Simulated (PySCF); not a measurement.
Compound: [(OH)2Al]2O.
Bonds: Al1–O2, Al1–O3, Al1–O4, O4–Al5, Al5–O6, Al5–O7. Hydrogens: H8 on O2; H9 on O3; H10 on O6; H11 on O7.

The closed-shell ground state was solved at several levels (PySCF, density fitting, gas phase, non-relativistic). One conformer (not necessarily the lowest) at the PBE0-D3(BJ)/def2-SVP geometry, without solvent, vibrations or thermal averaging.

```tsv
level	basis functions	total energy (Eh)	HOMO (eV)	LUMO (eV)	gap (eV)	dipole (D)
B3LYP/pcSseg-1 (pcSseg-2 on Al)	191	-863.8063	-8.43	-1.02	7.41	2.82
PBE0/pcSseg-1 (pcSseg-2 on Al)	191	-863.1220	-8.75	-0.70	8.05	2.83
B3LYP/def2-SVPD	195	-863.3830	-8.78	-1.50	7.28	2.59
```

Q: Estimate the row for PBE/pcSseg-1 (pcSseg-2 on Al), a basis of 191 functions; the other rows only guide the guess.

A: Total energy -863.0861 Eh, HOMO -7.00 eV, LUMO -1.57 eV, gap 5.43 eV, dipole 2.70 D.

Q: Over all these levels, which gives the widest orbital gap and which the narrowest?

A: PBE0/pcSseg-1 (pcSseg-2 on Al) (global hybrid, 25 % exact exchange) has the widest, 8.05 eV, and PBE/pcSseg-1 (pcSseg-2 on Al) (GGA) the narrowest, 5.43 eV. The two share the basis. From the narrowest to the widest the HOMO moves by -1.75 eV and the LUMO by +0.87 eV.

Q: In the pcSseg-1 (pcSseg-2 on Al) basis, how does the gap go with the fixed share of exact exchange?

A: PBE (0 %) 5.43 eV; B3LYP (20 %) 7.41 eV; PBE0 (25 %) 8.05 eV. Each rise in the share widens the gap here.

Q: How far do the dipole and the HOMO energy spread over the levels?

A: The dipole runs from 2.59 to 2.83 D (mean 2.73 D) and the HOMO from -8.78 to -7.00 eV.
